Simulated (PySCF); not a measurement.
**Ionisation energy of Mg²⁺ by level of theory**

Mg²⁺ [Ne] (1S) → Mg³⁺ [He] 2s2 2p5 (2P), as a difference of total energies. Computed with PySCF 2.14 in pcseg-2, with the non-relativistic Hamiltonian (point nucleus). Correlated levels: valence: [He] 2s2 frozen. The calculations carry no spin-orbit coupling.

| method | ionisation energy (eV) | error (eV) |
| --- | --- | --- |
| UHF | 80.169 | +0.025 |
| PBE0 | 81.757 | +1.613 |
| LDA | 82.289 | +2.145 |
| MP2 (valence) | 80.268 | +0.124 |
| SCS-MP2 (valence) | 80.266 | +0.122 |
| CCSD (valence) | 80.269 | +0.125 |
| CCSD(T) (valence) | 80.271 | +0.127 |

Reference: 80.144 eV (measured; NIST Atomic Spectra Database, ionization energies).

Errors of the correlated levels include the incompleteness of this basis and the frozen core.
